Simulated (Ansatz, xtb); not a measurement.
# CH4ClFGe: 3 structures ranked

3 gas-phase structures of CH4ClFGe, found in a search over its isomers (lower ones may exist). Each was relaxed with GFN2-xTB:

A. `[CH3][Ge@H]([F])[Cl]`, a singlet
B. `[F][GeH2][CH2]Cl`, a singlet
C. `F[CH2][GeH2][Cl]`, a singlet

Problem. Estimate their order in r2SCAN-D4/def2-SVP energy at these geometries, lowest first.

Solution. Calculated order at r2SCAN-D4/def2-SVP: A (0.0), B (165.8), C (176.1) kJ/mol.

Energies above the lowest of each column, in kJ/mol; the last columns are at PBE-D3(BJ)/def2-SVP geometries:

```tsv
structure	GFN2-xTB	HF/STO-3G	r2SCAN-D4/def2-SVP	PBE-D3(BJ)/def2-SVP	CCSD(T)/def2-SVP + ΔMP2/def2-TZVPP
A	0.0	0.0	0.0	0.0	0.0
B	163.3	174.3	165.8	161.6	164.4
C	151.8	67.0	176.1	169.0	186.8
```

Every level run on A puts it lowest or level with the lowest. Flexible structures stand in one conformer each, not always the lowest. ΔMP2 is the change of the MP2 energy from the smaller to the larger basis.

Programs: Ansatz 0.2.0, xtb 6.7.1.
